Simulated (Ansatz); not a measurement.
Z-matrix (Å, degrees):
```
C
C 1 1.331
H 1 1.088 2 121.7
H 1 1.086 2 122.1 3 -180.0
Ga 2 1.926 1 119.8 3 180.0
H 2 1.086 1 120.0 3 -0.0
Br 5 2.270 2 128.3 1 180.0
F 5 1.752 2 117.9 1 -0.0
```

Charge 0, multiplicity 1.

Q: List the r2SCAN/def2-TZVPP orbital energies in eV (Ansatz). (Estimate.)

A: The calculation gave: Occupied: -13121.98, -10123.19, -1695.21, -1525.96, -1525.92, -1525.91, -1245.31, -1101.76, -1101.65, -1101.62, -665.14, -274.05, -273.91, -234.86, -175.06, -174.90, -174.87, -149.01, -101.97, -101.72, -101.63, -68.90, -68.87, -68.84, -68.72, -68.72, -29.74, -21.76, -21.51, -21.47, -21.40, -21.28, -20.38, -19.73, -15.34, -12.67, -11.67, -10.88, -9.75, -9.57, -9.31, -8.14, -8.04, -7.76, -7.57. Lowest empty: -2.51, -1.42, -0.26, 0.91, 1.78, 2.53, 3.05, 3.30.
